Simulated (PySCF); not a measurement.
Molecule: SMILES N(B)CCC, C3H10BN.

Geometry:
| atom | x (Å) | y (Å) | z (Å) |
| --- | --- | --- | --- |
| B1 | -2.613 | -0.095 | -0.409 |
| N2 | -1.425 | -0.319 | 0.271 |
| C3 | -0.178 | 0.395 | 0.119 |
| C4 | 0.951 | -0.472 | -0.423 |
| C5 | 2.257 | 0.291 | -0.579 |
| H6 | -3.566 | -0.803 | -0.176 |
| H7 | -2.665 | 0.805 | -1.218 |
| H8 | -1.378 | -1.082 | 0.940 |
| H9 | 0.131 | 0.831 | 1.088 |
| H10 | -0.358 | 1.243 | -0.560 |
| H11 | 1.101 | -1.334 | 0.252 |
| H12 | 0.634 | -0.894 | -1.391 |
| H13 | 2.595 | 0.711 | 0.383 |
| H14 | 3.060 | -0.358 | -0.957 |
| H15 | 2.148 | 1.130 | -1.284 |

Geometry PBE0-D3(BJ)/def2-SVP throughout; GIAO in PySCF 2.14, gas phase, one conformer, non-relativistic; equivalent atoms averaged; functional PBE0.

Question: How do the shifts δ (against BF3·OEt2, NH3, TMS at the same level) depend on the basis set? (a selection of nuclei; ppm; last column core-seconds on shared hosts with different chips, so compare them loosely)

Answer: 
| basis set | functions | B1 | N2 | C3 | C4 | C5 | H6/H7 | H9/H10 | H11/H12 | H13/H14/H15 | core-s |
| --- | --- | --- | --- | --- | --- | --- | --- | --- | --- | --- | --- |
| STO-3G | 35 | 39.5 | 70.6 | 48.3 | 26.7 | 19.3 | 4.26 | 2.27 | 1.00 | 0.81 | 2.2 |
| 6-31G | 65 | 31.0 | 128.3 | 52.4 | 28.8 | 13.5 | 5.49 | 3.26 | 1.64 | 1.07 | 4.1 |
| 6-31G* | 90 | 32.8 | 126.4 | 51.9 | 28.4 | 12.9 | 4.98 | 3.12 | 1.52 | 0.93 | 5.5 |
| def2-SVP | 120 | 34.4 | 141.8 | 52.5 | 28.8 | 12.5 | 4.77 | 2.90 | 1.24 | 0.80 | 10 |
| pcSseg-1 | 135 | 36.9 | 156.6 | 56.2 | 31.2 | 13.0 | 4.68 | 3.00 | 1.36 | 0.95 | 8.3 |
| 6-311+G(2d,p) | 195 | 35.2 | 150.1 | 55.3 | 31.2 | 12.1 | 4.82 | 3.04 | 1.41 | 0.86 | 17 |
| def2-TZVP | 215 | 35.9 | 154.0 | 56.7 | 32.2 | 12.9 | 4.85 | 3.04 | 1.42 | 0.88 | 19 |

Question: Which nucleus among those listed moves most, in ppm?

Answer: N2 (nitrogen bonded to C, B, H): from 70.6 ppm with STO-3G to 156.6 ppm with pcSseg-1. The smallest spread is 0.27 ppm, at H13/H14/H15. Proton shifts span only some 12 ppm, so a few tenths of a ppm matter as much there as several ppm in carbon.

Question: Taking the largest basis, def2-TZVP (215 functions), as the yardstick, rank the others by their worst heavy-atom deviation.

Answer: pcSseg-1 2.6 ppm (135 functions), 6-311+G(2d,p) 4.0 ppm (195 functions), def2-SVP 12.2 ppm (120 functions), 6-31G 25.7 ppm (65 functions), 6-31G* 27.6 ppm (90 functions), STO-3G 83.4 ppm (35 functions).

A small basis that lands close on one nucleus may do so by chance; judge by the trend and by all nuclei.
